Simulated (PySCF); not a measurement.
Gas-phase XPS of ethylbenzene, computed

Ethylbenzene, C8H10.
Bonds: C1–C2, C2–C3, C3–C4 (aromatic), C4–C5 (aromatic), C5–C6 (aromatic), C6–C7 (aromatic), C7–C8 (aromatic), C3–C8 (aromatic). Hydrogens: H9, H10, H11 on C1; H12, H13 on C2; H14 on C4; H15 on C5; H16 on C6; H17 on C7; H18 on C8.

The calculation used PySCF 2.14.0, delta-SCF UKS SCAN, pcX-2 on the ionised atom, pcseg-1 elsewhere, spin-free X2C. These are vertical core ionisation energies against the vacuum level, from separate self-consistent calculations with and without the core hole.

Q: What binding energy does each computed site have?

A: 
```tsv
atom(s)	bonded to	level	binding energy (eV)	above the level's lowest (eV)	count
C1	C and 3 H	C 1s	290.48	+0.51	1
C2	2 C and 2 H	C 1s	290.60	+0.63	1
C3	2 C (aromatic in the SMILES) and C	C 1s	290.14	+0.17	1
C4/C8	2 C (aromatic in the SMILES) and H	C 1s	289.97	0.00	2
C5/C7	2 C (aromatic in the SMILES) and H	C 1s	290.08	+0.11	2
C6	2 C (aromatic in the SMILES) and H	C 1s	290.00	+0.03	1
```

The listed C 1s values span 0.63 eV, from C4/C8 (bonded to 2 C (aromatic in the SMILES) and H) to C2 (bonded to 2 C and 2 H). Summing the Pauling electronegativity differences to the bonded atoms, each weighted by its formal bond order, gives -0.35 for the lowest site and -0.70 for the highest; the largest sum, 0.00, belongs to C3, 0.46 eV below the top. The smallest sum, -1.05, belongs to C1, 0.51 eV above the lowest. The values 289.97 and 290.00 eV lie too close for their order to be trusted.

Q: Which photon wavelength matches the C 1s of C2 threshold?

A: λ = hc/E = 12398.42 eV Å / 290.60 eV = 42.665 Å.

The first atom of each set that the bonding makes equivalent was ionised and stands for the set. Spin contamination (⟨S²⟩ against 0.75 for a pure doublet) is marked for C 1s of C3 (0.85), which makes this value less certain. The structure is a single PBE0-D3(BJ)/def2-SVP conformer in the gas phase; no vibrational or solvent corrections.

The values belong to the conformer `[CH3:1][CH2:2][c:3]1[cH:4][cH:5][cH:6][cH:7][cH:8]1`: C1–C2–C3–C4 -89°.
